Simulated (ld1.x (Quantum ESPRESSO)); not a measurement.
## Pb, TM: configuration errors across variants

ld1.x (Quantum ESPRESSO) 7.5 input, shortened:

```
&input
   title='Pb', zed=82., rel=1, dft='WC', iswitch=3,
   config='[Xe] 4f14 5d10 6s2 6p0'
 /
 &inputp
   pseudotype=2, tm=.true., lloc=2,
   nlcc=.true., new_core_ps=.true.
 /
3
6S  1  0   2.00   0.00  1.95  1.95  0.0
6P  2  1   0.00   0.00  2.05  2.05  0.0
5D  3  2  10.00   0.00  1.40  1.40  0.0
 &test
   configts(1)='5d10 6s2 6p0'
 /
```

All-electron excitation energies from the reference (eV): (1) 5d10 6s2 6p2 -20.039; (2) 5d10 6s2 6p1 -13.447; (3) 5d10 6s1 6p0 32.507; (4) 5d10 6s1 6p3 -11.261; (5) 5d10 6s0 6p0 75.249; (6) 5d10 6s1 6p2 -3.848; (7) 5d10 6s2 6p1.5 -17.541.

A true bound ghost makes a file unfit for plane-wave use even where its test errors are small: the radial tests pick states by their node count and pass the ghost by.

Errors AE − PS in meV (a dash: test not solved or not reliable):

```tsv
change	(1)	(2)	(3)	(4)	(5)	(6)	(7)	bound ghosts
base	-13	+1.1	-21	-12	-76	-2.5	-4.5	s, p
wave 6s (bound): rc 1.95 bohr becomes 6s (bound): rc 1.26 bohr	-23	-2.5	-83	-116	-326	-97	-11	s, p
wave 6s (bound): rc 1.95 bohr becomes 6s (bound): rc 1.72 bohr	-14	+0.8	-20	-14	-69	-3.5	-5.1	s, p
wave 6s (bound): rc 1.95 bohr becomes 6s (bound): rc 2.02 bohr	-13	+1.1	-21	-12	-76	-2.5	-4.5	s, p
wave 6s (bound): rc 1.95 bohr becomes 6s (bound): rc 2.14 bohr	-13	+1.1	-21	-13	-76	-3.1	-4.6	s, p
wave 6s (bound): rc 1.95 bohr becomes 6s (bound): rc 2.46 bohr	-14	+0.8	-24	-19	-97	-9.0	-5.1	s, p
wave 6s (bound): rc 1.95 bohr becomes 6s (bound): rc 2.68 bohr	-14	+0.7	-34	-32	-159	-21	-5.4	s, p
wave 6s (bound): rc 1.95 bohr becomes 6s (bound): rc 2.86 bohr	-14	+1.0	-44	-40	-212	-29	-5.0	s, p
```

Problem. Give the same row for: wave 6s (bound): rc 1.95 bohr becomes 6s (bound): rc 1.52 bohr.

Solution. -17, -0.4, -21, -22, -63, -11, -7.2; bound ghosts: s, p.
